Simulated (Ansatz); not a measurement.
C2H5BF2Si can be A, `F[C@@H]1BC[Si@H]1F`, or B, `B[SiH]1[C@@H](F)[C@@H]1F`.

Gas-phase electronic energies from Ansatz, PBE0-D4/def2-TZVP geometries. CCSD(T)/CBS adds triple-zeta CCSD(T) − MP2 to the extrapolated MP2 energy (def2 sets, frozen cores). DFT in def2-TZVPP. B3LYP here is the variant with VWN-RPA as its local correlation; programs differ in this.

A:

Z-matrix (Å, degrees):
```
Si
C 1 1.869
F 1 1.598 2 117.3
B 1 2.285 2 43.3 3 137.4
C 1 1.908 2 80.3 3 113.5
H 1 1.478 2 117.4 3 -130.2
H 2 1.096 1 106.9 3 -25.3
H 2 1.086 1 123.4 3 102.6
H 4 1.193 1 140.8 2 107.4
F 5 1.366 1 129.1 2 153.2
H 5 1.108 1 97.3 2 -83.4
```

B:

Z-matrix (Å, degrees):
```
Si
C 1 1.914
B 1 1.961 2 119.3
C 1 1.925 2 45.0 3 -93.8
H 1 1.480 2 110.1 3 159.1
F 2 1.364 1 125.8 3 -16.7
H 2 1.089 1 111.1 3 -157.5
H 3 1.193 1 123.2 2 153.0
H 3 1.194 1 117.6 2 -27.2
F 4 1.363 1 124.9 2 -110.0
H 4 1.088 1 111.8 2 109.0
```

Which is lower in electronic energy at CCSD(T)/CBS, and by how much? (Estimate.)

The calculation gave: A, by 379.4 kJ/mol.

Give E(B) − E(A) in kJ/mol with PBE-D4, MP2/def2-TZVPP, CCSD/def2-TZVPP, B3LYP, CCSD(T)/def2-TZVPP, B3LYP-D4, r2SCAN-D4. (Best estimate.)

Computed: PBE-D4 341.1, MP2/def2-TZVPP 392.0, CCSD/def2-TZVPP 377.6, B3LYP 356.6, CCSD(T)/def2-TZVPP 372.0, B3LYP-D4 359.2, r2SCAN-D4 363.6. None reverses the order clearly.

Largest T1 diagnostic: 0.016.

From PBE to PBE0 (25 % exact exchange), in def2-TZVPP and without D4, E(B) − E(A) moves by +22.2 kJ/mol.
